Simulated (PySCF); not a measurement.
# Computed records: B2FH3

Calculation on a computer-drawn molecule: vertical ionisation energy to the stated ion spin, frozen-core CCSD(T) at the basis limit and cheaper methods, single-reference cases, UHF for radicals, no spin-orbit; all values are single points at the evaluated structure, the first of each entry, which is the reference or a displaced copy of it and isn't optimised; the reference structure only sets the zero of the energies above reference; triples share is (T) over the correlation energy. Program: PySCF 2.14.0.

Common to all runs: charge 0; multiplicity 1; ion multiplicity 2; diffuse functions no; basis cc-pVnZ; reference is the Hartree-Fock double-zeta minimum; best is HF at quadruple zeta + MP2 correlation extrapolated from triple and quadruple zeta + CCSD(T) minus MP2 at triple zeta; basis step is the size of the change from the same recipe one zeta lower.

(1) B2FH3

Evaluated structure:
```xyz
6
B2FH3
B     -1.1212     0.6075     0.6859
B     -1.4110    -0.3375    -0.3907
F     -1.7617     0.0981    -1.8458
H     -1.9893     0.8668     1.5417
H     -0.0477     0.9219     0.8432
H     -1.2515    -1.9675    -0.8448
```

Reference structure:
```xyz
6
B2FH3
B     -1.1269     0.5310     0.7107
B     -1.4492    -0.4526    -0.6436
F     -1.8141     0.0817    -1.8132
H     -1.9877     0.8141     1.5001
H     -0.0200     0.9376     0.9420
H     -1.3668    -1.6548    -0.6184
```

| Property | Result |
| --- | --- |
| ionisation energy best | 11.29 eV |
| ionisation energy basis step | 0.04628 eV |
| energy above reference best | 70.7 kcal/mol |
| energy above reference basis step | 0.2225 kcal/mol |
| ionisation energy Koopmans at triple zeta | 11.52 eV |
| ionisation energy EOM CCSD at triple zeta | 11.26 eV |
| total energy HF triple zeta | -150.4847 hartree |
| total energy CCSD(T) triple zeta | -150.9909 hartree |
| total energy best | -151.0668 hartree |
| T1 diagnostic at triple zeta | 0.01882 |
| D1 diagnostic at triple zeta | 0.0497 |
| ion T1 diagnostic at triple zeta | 0.03576 |
| ion D1 diagnostic at triple zeta | 0.1647 |
| ion spin squared at triple zeta | 0.7731 |
| triples share at triple zeta | 0.03321 |
| basis functions triple zeta | 132 |
| dipole magnitude HF at triple zeta | 2.625 debye |
| dipole magnitude CCSD unrelaxed at triple zeta | 2.152 debye |
| dipole magnitude PBE at triple zeta | 1.834 debye |
| dipole magnitude r2SCAN at triple zeta | 2.009 debye |
| dipole magnitude B3LYP at triple zeta | 2.096 debye |
| dipole magnitude wB97X at triple zeta | 2.241 debye |

Drawn bonds:
```tsv
atom	other atom	order
1	2	1
2	3	1
1	4	1
1	5	1
2	6	1
```

Triple zeta:
```tsv
method	ionisation energy (eV)	energy above reference (kcal/mol)
HF	10.3	83.22
PBE	10.66	63.02
r2SCAN	10.72	67.35
B3LYP	10.98	68.61
wB97X	11.07	71.59
MP2	11.03	74.75
CCSD	11.2	73.56
CCSD(T)	11.15	71.79
```

(2) B2FH3

Evaluated structure:
```xyz
6
B2FH3
B     -1.1212     0.6075     0.6859
B     -1.4110    -0.3375    -0.3907
F     -1.7617     0.0981    -1.8458
H     -1.9893     0.8668     1.5417
H     -0.0477     0.9219     0.8432
H     -1.2496    -1.9867    -0.8502
```

Reference structure:
```xyz
6
B2FH3
B     -1.1269     0.5310     0.7107
B     -1.4492    -0.4526    -0.6436
F     -1.8141     0.0817    -1.8132
H     -1.9877     0.8141     1.5001
H     -0.0200     0.9376     0.9420
H     -1.3668    -1.6548    -0.6184
```

| Quantity | Value |
| --- | --- |
| ionisation energy best | 11.25 eV |
| ionisation energy basis step | 0.04569 eV |
| energy above reference best | 72.37 kcal/mol |
| energy above reference basis step | 0.2171 kcal/mol |
| ionisation energy Koopmans at triple zeta | 11.45 eV |
| ionisation energy EOM CCSD at triple zeta | 11.22 eV |
| total energy HF triple zeta | -150.4815 hartree |
| total energy CCSD(T) triple zeta | -150.9883 hartree |
| total energy best | -151.0641 hartree |
| T1 diagnostic at triple zeta | 0.019 |
| D1 diagnostic at triple zeta | 0.04989 |
| ion T1 diagnostic at triple zeta | 0.0351 |
| ion D1 diagnostic at triple zeta | 0.1604 |
| ion spin squared at triple zeta | 0.772 |
| triples share at triple zeta | 0.03334 |
| basis functions triple zeta | 132 |
| dipole magnitude HF at triple zeta | 2.634 debye |
| dipole magnitude CCSD unrelaxed at triple zeta | 2.152 debye |
| dipole magnitude PBE at triple zeta | 1.835 debye |
| dipole magnitude r2SCAN at triple zeta | 2.012 debye |
| dipole magnitude B3LYP at triple zeta | 2.099 debye |
| dipole magnitude wB97X at triple zeta | 2.249 debye |

Drawn bonds:
```tsv
atom	other atom	order
1	2	1
2	3	1
1	4	1
1	5	1
2	6	1
```

Triple zeta:
```tsv
method	ionisation energy (eV)	energy above reference (kcal/mol)
HF	10.22	85.22
PBE	10.63	64.6
r2SCAN	10.69	69.03
B3LYP	10.94	70.32
wB97X	11.02	73.43
MP2	10.97	76.6
CCSD	11.15	75.28
CCSD(T)	11.11	73.46
```

(3) B2FH3

Evaluated structure:
```xyz
6
B2FH3
B     -1.1212     0.6075     0.6859
B     -1.4110    -0.3375    -0.3907
F     -1.7617     0.0981    -1.8458
H     -1.9893     0.8668     1.5417
H     -0.0477     0.9219     0.8432
H     -1.2481    -2.0020    -0.8545
```

Reference structure:
```xyz
6
B2FH3
B     -1.1269     0.5310     0.7107
B     -1.4492    -0.4526    -0.6436
F     -1.8141     0.0817    -1.8132
H     -1.9877     0.8141     1.5001
H     -0.0200     0.9376     0.9420
H     -1.3668    -1.6548    -0.6184
```

| Property | Result |
| --- | --- |
| ionisation energy best | 11.21 eV |
| ionisation energy basis step | 0.04521 eV |
| energy above reference best | 73.7 kcal/mol |
| energy above reference basis step | 0.2124 kcal/mol |
| ionisation energy Koopmans at triple zeta | 11.39 eV |
| ionisation energy EOM CCSD at triple zeta | 11.19 eV |
| total energy HF triple zeta | -150.4790 hartree |
| total energy CCSD(T) triple zeta | -150.9862 hartree |
| total energy best | -151.0620 hartree |
| T1 diagnostic at triple zeta | 0.01915 |
| D1 diagnostic at triple zeta | 0.05012 |
| ion T1 diagnostic at triple zeta | 0.03458 |
| ion D1 diagnostic at triple zeta | 0.157 |
| ion spin squared at triple zeta | 0.7712 |
| triples share at triple zeta | 0.03345 |
| basis functions triple zeta | 132 |
| dipole magnitude HF at triple zeta | 2.642 debye |
| dipole magnitude CCSD unrelaxed at triple zeta | 2.152 debye |
| dipole magnitude PBE at triple zeta | 1.836 debye |
| dipole magnitude r2SCAN at triple zeta | 2.014 debye |
| dipole magnitude B3LYP at triple zeta | 2.101 debye |
| dipole magnitude wB97X at triple zeta | 2.255 debye |

Drawn bonds:
```tsv
atom	other atom	order
1	2	1
2	3	1
1	4	1
1	5	1
2	6	1
```

Triple zeta:
```tsv
method	ionisation energy (eV)	energy above reference (kcal/mol)
HF	10.17	86.83
PBE	10.6	65.87
r2SCAN	10.65	70.37
B3LYP	10.91	71.69
wB97X	10.98	74.9
MP2	10.93	78.08
CCSD	11.12	76.65
CCSD(T)	11.07	74.78
```

(4) B2FH3

Evaluated structure:
```xyz
6
B2FH3
B     -1.1592     0.4814     0.6834
B     -1.3953    -0.4553    -0.6119
F     -1.8148     0.1518    -1.8364
H     -1.8516     0.9060     1.5073
H     -0.0098     1.0263     0.8598
H     -1.4040    -1.7187    -0.6471
```

Reference structure:
```xyz
6
B2FH3
B     -1.1269     0.5310     0.7107
B     -1.4492    -0.4526    -0.6436
F     -1.8141     0.0817    -1.8132
H     -1.9877     0.8141     1.5001
H     -0.0200     0.9376     0.9420
H     -1.3668    -1.6548    -0.6184
```

| Quantity | Value |
| --- | --- |
| ionisation energy best | 11.79 eV |
| ionisation energy basis step | 0.03862 eV |
| energy above reference best | 10.14 kcal/mol |
| energy above reference basis step | 0.09365 kcal/mol |
| ionisation energy Koopmans at triple zeta | 12.36 eV |
| ionisation energy EOM CCSD at triple zeta | 11.76 eV |
| total energy HF triple zeta | -150.5966 hartree |
| total energy CCSD(T) triple zeta | -151.0889 hartree |
| total energy best | -151.1633 hartree |
| T1 diagnostic at triple zeta | 0.01446 |
| D1 diagnostic at triple zeta | 0.04526 |
| ion T1 diagnostic at triple zeta | 0.03296 |
| ion D1 diagnostic at triple zeta | 0.1515 |
| ion spin squared at triple zeta | 0.782 |
| triples share at triple zeta | 0.02982 |
| basis functions triple zeta | 132 |
| dipole magnitude HF at triple zeta | 1.711 debye |
| dipole magnitude CCSD unrelaxed at triple zeta | 1.431 debye |
| dipole magnitude PBE at triple zeta | 1.273 debye |
| dipole magnitude r2SCAN at triple zeta | 1.373 debye |
| dipole magnitude B3LYP at triple zeta | 1.419 debye |
| dipole magnitude wB97X at triple zeta | 1.449 debye |

Drawn bonds:
```tsv
atom	other atom	order
1	2	1
2	3	1
1	4	1
1	5	1
2	6	1
```

Triple zeta:
```tsv
method	ionisation energy (eV)	energy above reference (kcal/mol)
HF	11.24	12.99
PBE	10.97	7.759
r2SCAN	11.12	8.943
B3LYP	11.38	9.331
wB97X	11.55	9.714
MP2	11.71	10.58
CCSD	11.73	10.73
CCSD(T)	11.66	10.3
```

(5) B2FH3

Evaluated structure:
```xyz
6
B2FH3
B     -1.1580     0.4570     0.6773
B     -1.4860    -0.5163    -0.6900
F     -1.8515     0.0126    -1.8196
H     -1.9741     0.8269     1.5340
H     -0.0289     0.9531     0.9633
H     -1.3154    -1.8491    -0.6732
```

Reference structure:
```xyz
6
B2FH3
B     -1.1269     0.5310     0.7107
B     -1.4492    -0.4526    -0.6436
F     -1.8141     0.0817    -1.8132
H     -1.9877     0.8141     1.5001
H     -0.0200     0.9376     0.9420
H     -1.3668    -1.6548    -0.6184
```

Drawn bonds:
```tsv
atom	other atom	order
1	2	1
2	3	1
1	4	1
1	5	1
2	6	1
```

To be estimated
1. What dipole magnitude wB97X at triple zeta does the calculation give for B2FH3 (entry 5)?

Answers
1. 0.5989 debye

Further results for B2FH3 (entry 5):

| Property | Result |
| --- | --- |
| ionisation energy best | 11.18 eV |
| ionisation energy basis step | 0.02321 eV |
| energy above reference best | 7.204 kcal/mol |
| energy above reference basis step | 0.3277 kcal/mol |
| ionisation energy Koopmans at triple zeta | 11.67 eV |
| ionisation energy EOM CCSD at triple zeta | 11.15 eV |
| total energy HF triple zeta | -150.6053 hartree |
| total energy CCSD(T) triple zeta | -151.0941 hartree |
| total energy best | -151.1680 hartree |
| T1 diagnostic at triple zeta | 0.0129 |
| D1 diagnostic at triple zeta | 0.0395 |
| ion T1 diagnostic at triple zeta | 0.02313 |
| ion D1 diagnostic at triple zeta | 0.0898 |
| ion spin squared at triple zeta | 0.7832 |
| triples share at triple zeta | 0.02901 |
| basis functions triple zeta | 132 |
| dipole magnitude HF at triple zeta | 0.7665 debye |
| dipole magnitude CCSD unrelaxed at triple zeta | 0.5846 debye |
| dipole magnitude PBE at triple zeta | 0.4982 debye |
| dipole magnitude r2SCAN at triple zeta | 0.5626 debye |
| dipole magnitude B3LYP at triple zeta | 0.5842 debye |

Triple zeta:
```tsv
method	ionisation energy (eV)	energy above reference (kcal/mol)
HF	10.49	7.536
PBE	10.52	5.827
r2SCAN	10.63	6.556
B3LYP	10.86	7.129
wB97X	10.96	7.086
MP2	11.06	7.797
CCSD	11.1	7.162
CCSD(T)	11.06	7.042
```
